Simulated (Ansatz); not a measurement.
AsH2Et (C2H7As). Charge 0, multiplicity 3. Geometry PBE0-D4/def2-SVP, that of the neutral singlet; atoms count from 1.

Cartesian coordinates in Å:
```
As -1.551 -0.599 0.601
H -1.872 0.868 0.881
H -2.544 -0.652 -0.557
C 0.043 -0.225 -0.521
C 1.229 0.223 0.317
H -0.210 0.522 -1.286
H 0.271 -1.166 -1.048
H 2.121 0.382 -0.309
H 1.022 1.171 0.839
H 1.491 -0.524 1.083
```

At PBE0-D4/def2-TZVP a singlet of charge 0 lies 5.35 eV below the triplet at the same geometry.

**Question.** Estimate the Mulliken populations from the PBE0/def2-TZVP orbitals of Ansatz.

**Answer.** 
```tsv
atom	charge (e)	spin (α − β)
As1	-0.14	1.48
H2	0.03	0.10
H3	0.01	0.14
C4	0.07	-0.05
C5	-0.37	0.00
H6	0.05	0.15
H7	0.05	0.08
H8	0.12	0.02
H9	0.09	0.04
H10	0.09	0.06
```
Mulliken values depend strongly on the basis.

**Question.** Where does the spin sit?

**Answer.** Summed by element: As 1.48, H 0.58, C -0.05, of 2 unpaired in all. Largest on single atoms: As1 1.48, H6 0.15, H3 0.14.

**Question.** And the Mayer bond orders between heavy atoms (over 0.3)?

**Answer.** C4–C5 1.00 (1.52 Å).
